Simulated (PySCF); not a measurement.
B2(mu-H)2(H)4, H6B2, singlet (B3LYP/def2-SVP optimised geometry):

```
8

B      0.593     0.660     0.006
B     -0.595    -0.662     0.000
H     -0.736     0.659     0.000
H      0.981     1.090     1.058
H      0.987     1.098    -1.041
H      0.734    -0.662     0.000
H     -0.987    -1.098     1.049
H     -0.985    -1.095    -1.051
```

Method: PySCF 2.14.0 with B3LYP/def2-TZVP.

### Question
What are the frontier orbital energies and the dipole moment?

### Answer
HOMO-2 -10.63 eV, HOMO-1 -10.27 eV, HOMO -9.07 eV, LUMO -1.21 eV, LUMO+1 0.78 eV; dipole moment 0.00 D.

On the same geometry PBE/def2-TZVP in PySCF 2.14.0 gives HOMO-2 -9.36 eV, HOMO-1 -9.04 eV, HOMO -7.83 eV, LUMO -2.05 eV, LUMO+1 0.33 eV; dipole moment 0.00 D.

Meta-Löwdin charges at B3LYP/def2-TZVP: B1 -0.21, B2 -0.21, H3 0.16, H4 0.03, H5 0.03, H6 0.16, H7 0.03, H8 0.03.
